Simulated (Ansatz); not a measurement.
Consider the ligand exchange at the Si–S bond: `N[SiH2]S[SiH3]` + NH₃ → `N[SiH3]` + `N[SiH2]S`.

Gas-phase electronic energies from Ansatz, PBE0-D4/def2-TZVP geometries. CCSD(T)/CBS is the MP2 limit (def2-TZVPP, def2-QZVPP) plus CCSD(T) − MP2 in def2-TZVPP, frozen cores. This one scheme is used for every species. Functionals use def2-TZVPP. One conformer a species, not always the lowest.

```tsv
level	ΔE (kJ/mol)	difference from CCSD(T)/CBS
PBE-D4	30.6	6.9
r2SCAN-D4	25.1	1.4
PBE0-D4	28.7	5.0
ωB97M-V	20.7	-3.0
B2PLYP	16.5	-7.2
PBE	25.8	2.1
r2SCAN	23.8	0.1
PBE0	24.3	0.6
MP2/def2-TZVPP	24.4	0.7
SCS-MP2/def2-TZVPP	18.9	-4.8
CCSD/def2-TZVPP	17.6	-6.1
CCSD(T)/def2-TZVPP	21.1	-2.6
HF/def2-QZVPP	5.2	-18.5
MP2/def2-QZVPP	25.6	1.9
HF/CBS(def2)	5.1	-18.6
CCSD/CBS(def2)	20.1	-3.6
CCSD(T)/CBS	23.7	0
```

Largest T1 diagnostic among the species: 0.011.

In def2-TZVPP, CCSD(T) changes the Hartree–Fock value by +15.2 kJ/mol (the triples alone add +3.6 kJ/mol) and MP2 by +18.5 kJ/mol. The D4 term adds +7.8 kJ/mol with B3LYP and +4.4 kJ/mol with PBE0; it sums over pairs of atoms, weighted by their polarisabilities, and B3LYP, whose exchange is more repulsive, gets the larger term.

B3LYP here is the variant with VWN-RPA as its local correlation; programs differ in this.
